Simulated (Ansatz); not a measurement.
Total energies of AgF₂ (the lowest doublet isomer of a short search) from Ansatz at PBE-D4/def2-TZVP, gas phase (1 Eh = 27.2114 eV = 2625.5 kJ/mol). The reference geometry is relaxed at PBE-D4/def2-TZVP.

```csv
atom,x (Å),y (Å),z (Å)
Ag1,0.0000,0.0000,0.0000
F2,0.5465,-1.3586,-1.2698
F3,-0.5465,1.3586,1.2697
```

```json
{"state": "charge 0 doublet", "geometry": "reference", "energy (Eh)": "-346.54683"}
{"state": "charge 1 triplet", "geometry": "reference", "energy (Eh)": "-346.11369"}
{"state": "charge 0 quartet", "geometry": "relaxed at PBE-D4/def2-TZVP", "energy (Eh)": "-346.39185"}
{"state": "free Ag atom (doublet)", "geometry": "–", "energy (Eh)": "-146.98341"}
{"state": "free F atom (doublet)", "geometry": "–", "energy (Eh)": "-99.66912"}
```

In the def2 sets Ag takes a core potential; there is no spin–orbit coupling.

Task: Work out the vertical ionisation energy to the triplet.

Result: E(charge 1 triplet) − E(charge 0 doublet) = -346.11369 − (-346.54683) = 0.43314 Eh = 11.79 eV. For comparison, −ε of the highest occupied level of the spin that leaves is 7.89 eV at this level, 3.90 eV less.

Task: Which of the charge 0 states is lowest, and how far above it are the others?

Result: The doublet. quartet: -346.39185 − (-346.54683) = 0.15498 Eh = 406.9 kJ/mol.

Task: What is the binding energy per atom against free atoms?

Result: Atoms: 1 × (-146.98341) + 2 × (-99.66912) = -346.32165 Eh. Binding: -346.32165 − (-346.54683) = 0.22518 Eh = 6.13 eV, or 2.04 eV for each of 3 atoms (no zero-point energy, no counterpoise term).

At PBE-D4/def2-TZVP the gap within one spin of the charge 0 doublet nearly closes, so an electron or hole may be smeared out by delocalisation error. At PBE-D4/def2-TZVP the gap within one spin of the charge 1 triplet nearly closes, so an electron or hole may be smeared out by delocalisation error. 

The structure comes from a short search, and lower isomers may exist.
